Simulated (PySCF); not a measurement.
## SMILES C[C@@H]1CC[C@@H]1CBr, C$_{6}$H$_{11}$Br

Geometry (Å), atoms numbered from 1 in this order:
```xyz
18

C    -0.643    1.619   -0.350
C    -0.337    0.226   -0.872
C    -1.395   -0.822   -0.474
C    -0.424   -1.399    0.566
C     0.716   -0.590   -0.081
C     1.647    0.115    0.874
Br    3.008    1.142   -0.088
H    -0.921    1.592    0.702
H     0.213    2.279   -0.473
H    -1.476    2.041   -0.909
H    -0.129    0.285   -1.942
H    -1.621   -1.525   -1.273
H    -2.327   -0.419   -0.083
H    -0.299   -2.479    0.569
H    -0.644   -1.068    1.579
H     1.304   -1.213   -0.760
H     2.192   -0.603    1.488
H     1.129    0.826    1.515
```

Method: TDDFT B3LYP/def2-SVPD circular dichroism and optical rotation, one conformer, gas phase in PySCF. Geometry: GFN2-xTB.

The molecule is flexible and this is one conformer; a measurement averages over conformers. The calculation is non-relativistic, which matters for the atoms heavier than Zn. States above about 7.5 eV (minus the energy of the highest occupied orbital) lie near or above the ionisation threshold and depend on the basis.

Question: Draw the ECD and absorption spectra from the lowest 8 states, each a Gaussian of half-width 0.35 eV at 1/e height.

Answer: 
```csv
E (eV),λ (nm),Δε (L mol⁻¹ cm⁻¹),ε (L mol⁻¹ cm⁻¹)
5.47,227,-0.02,32.4
5.62,221,-0.08,95.9
5.77,215,-0.20,197
5.92,209,-0.33,283
6.07,204,-0.38,283
6.22,199,-0.31,206
6.37,195,-0.22,168
6.52,190,-0.23,400
6.67,186,-0.09,1310
6.82,182,+1.13,3280
6.97,178,+4.36,5900
7.12,174,+8.21,7620
7.27,171,+9.20,7120
```
Δε uses R in velocity form, ε uses f in length form. Only the states computed contribute, so the short-wavelength end is incomplete.
